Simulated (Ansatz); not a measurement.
heptane (C₇H₁₆), singlet, geometry from GFN2-xTB; Ansatz (a program for electronic structure) with CASSCF(2,3)/STO-3G.

Here is a job for Ansatz.
Ansatz 0.2 input:
```yaml
crystal:
  periodic: [false, false, false]
  atoms:
    - {symbol: C, position_ang: [-3.79739171, 0.30675712, -0.07815186]}
    - {symbol: C, position_ang: [-2.52695261, -0.44785890, 0.29379135]}
    - {symbol: C, position_ang: [-1.27078308, 0.30689934, -0.13447880]}
    - {symbol: C, position_ang: [0.00644301, -0.44332701, 0.23498514]}
    - {symbol: C, position_ang: [1.26178405, 0.31230100, -0.19372787]}
    - {symbol: C, position_ang: [2.53981329, -0.43705210, 0.17525505]}
    - {symbol: C, position_ang: [3.78824018, 0.32293636, -0.25561669]}
    - {symbol: H, position_ang: [-4.67903809, -0.24757924, 0.23548173]}
    - {symbol: H, position_ang: [-3.85076965, 0.45627468, -1.15448717]}
    - {symbol: H, position_ang: [-3.81609302, 1.28235425, 0.40305797]}
    - {symbol: H, position_ang: [-2.50166850, -0.60520705, 1.37462316]}
    - {symbol: H, position_ang: [-2.53633533, -1.43105317, -0.18248181]}
    - {symbol: H, position_ang: [-1.29673329, 0.46459399, -1.21547621]}
    - {symbol: H, position_ang: [-1.26206658, 1.29043734, 0.34162354]}
    - {symbol: H, position_ang: [-0.00258900, -1.42712445, -0.24077428]}
    - {symbol: H, position_ang: [0.03207083, -0.60144520, 1.31601607]}
    - {symbol: H, position_ang: [1.27114835, 1.29584038, 0.28235932]}
    - {symbol: H, position_ang: [1.23648164, 0.46999703, -1.27474043]}
    - {symbol: H, position_ang: [2.53110502, -1.42024493, -0.30103389]}
    - {symbol: H, position_ang: [2.56577185, -0.59439881, 1.25607108]}
    - {symbol: H, position_ang: [3.79058812, 0.47257278, -1.33325570]}
    - {symbol: H, position_ang: [4.68594409, -0.22760486, 0.01638924]}
    - {symbol: H, position_ang: [3.82526475, 1.29865235, 0.22428944]}
basis:
  gaussian:
    orbitals: STO-3G
hamiltonian:
  xc: hf
magnetization: {spin_polarized: false}
correlation: {active_space: {window: {electrons: 2, orbitals: 3}}}
```

What does Ansatz print? Leave out banner, timings and long lists.


```
Functional definition: HF
729 factors; integrals over basis functions are off by at most 3.2e-5 eV
mean field evaluation 1: about -7378.1664 eV, gradient 1.7e1 eV
mean field evaluation 2: about -7378.6824 eV, gradient 1.7e1 eV
mean field evaluation 4: about -7379.8741 eV, gradient 4.7e-1 eV
mean field evaluation 8: about -7379.8738 eV, gradient 1.6e-5 eV
mean field -7379.87379688 eV, -271.2053597774 hartree, gradient 3.7e-7 eV, S^2 0.000000; 0 other end points of the search recorded, 0 dependent functions left out
reference -7379.87379688 eV, -271.2053597774 hartree; 29, 29 occupied and 22, 22 virtual orbitals, 729 factors
state -7380.27210376 eV, -271.2199972852 hartree
Total energy: -7380.27210376 eV, -271.2199972852 hartree
```
